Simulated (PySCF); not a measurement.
Species: C5HF6N.
Numbering: `[N:1]#[C:2][CH:3]=[C:4]([C:5]([F:6])([F:7])[F:8])[C:9]([F:10])([F:11])[F:12]` (hydrogens: H13 on C3)

Computed with PySCF at PBE0/def2-SVPD, non-relativistic, on one gas-phase PBE0-D3(BJ)/def2-SVP geometry that isn't relaxed in the solvent. The solvent is an IEF-PCM continuum (Bondi radii, 1.10 Å for H, scaled by 1.2), and excitations are vertical TDDFT with non-equilibrium linear response and a frozen core. Specific hydrogen bonds and non-electrostatic terms are outside this model.

```csv
run,E − E(gas) (kcal/mol),HOMO (eV),HOMO–LUMO gap (eV),dipole (D),lowest singlet (eV),static polarisability (au)
gas,0.00,-9.61,6.36,2.44,5.56,69.3
P,-5.72,-9.33,6.43,3.34,5.78,89.0
Q,-4.75,-9.37,6.42,3.19,5.74,85.5
```

Question: The runs were made in dichloromethane and water. Which run belongs to which solvent?

Answer: P = water, Q = dichloromethane. The dielectric constants are 8.93 (dichloromethane), 78.36 (water), and the energy falls further as ε rises. The optical constants n² used for the excitations are 2.03, 1.78 in the same order. In this model the ground state sees the solvent through ε alone.

Question: How constant is the ratio of the lowering to (ε − 1)/(2ε + 1)?

Answer: 
```json
{"solvent": "dichloromethane", "(ε − 1)/(2ε + 1)": "0.420", "E − E(gas) (kcal/mol)": "-4.75", "ratio (kcal/mol)": "-11.3", "polarisation term (kcal/mol)": "-5.70"}
{"solvent": "water", "(ε − 1)/(2ε + 1)": "0.490", "E − E(gas) (kcal/mol)": "-5.72", "ratio (kcal/mol)": "-11.7", "polarisation term (kcal/mol)": "-7.11"}
```

The ratio changes by +3.4 % in size from dichloromethane to water. The polarisation term is half the interaction of the solute with the induced surface charges.

The run took about 2.6 min of CPU time (one thread, shared machine). This is the whole response run at PBE0/def2-SVPD in water, SCF included.

Conformer computed: `[N:1]#[C:2][CH:3]=[C:4]([C:5]([F:6])([F:7])[F:8])[C:9]([F:10])([F:11])[F:12]`: C3–C4–C5–F6 180°, C3–C4–C9–F10 120°.
